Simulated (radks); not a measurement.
Values are calculated unless marked as measured or tabulated.
Mean orbital radii <r> (bohr) of neutral tellurium, [Kr] 4d10 5s2 5p4, at several levels of relativity; Dirac values are averaged over j with weights 2j + 1. Spin-unpolarised spherical Kohn-Sham, LDA (Slater exchange, Perdew-Wang correlation), point nucleus unless stated (finite: rms radius 4.7423 fm), a radial shooting solver on a logarithmic mesh with Libxc functionals. A level marked "c x" has the speed of light scaled by that factor and shares open shells by 2j + 1; other Dirac levels either fill j = l - 1/2 first or share by 2j + 1.

shell       non-rel.  scalar-rel.  scalar-rel., finite nucleus  Dirac, 2j+1 shares  change of magnitude, last against first (%)
1s           0.02926      0.02784                      0.02784             0.02783                                        -4.88
2s            0.1261       0.1200                       0.1200              0.1195                                        -5.23
2p            0.1074       0.1048                       0.1048              0.1046                                        -2.63
3s            0.3363       0.3226                       0.3227              0.3223                                        -4.15
3p            0.3267       0.3206                       0.3206              0.3202                                        -1.98
3d            0.2972       0.2970                       0.2970              0.2970                                        -0.05
4s            0.7951       0.7647                       0.7647              0.7647                                        -3.82
4p            0.8343       0.8213                       0.8213              0.8210                                        -1.59
4d            0.9654       0.9732                       0.9732              0.9736                                        +0.85
5s             2.163        2.076                        2.076               2.077                                        -4.00
5p             2.679        2.663                        2.663               2.662                                        -0.63
6s (empty)     7.744        7.378                        7.378               7.379                                        -4.71
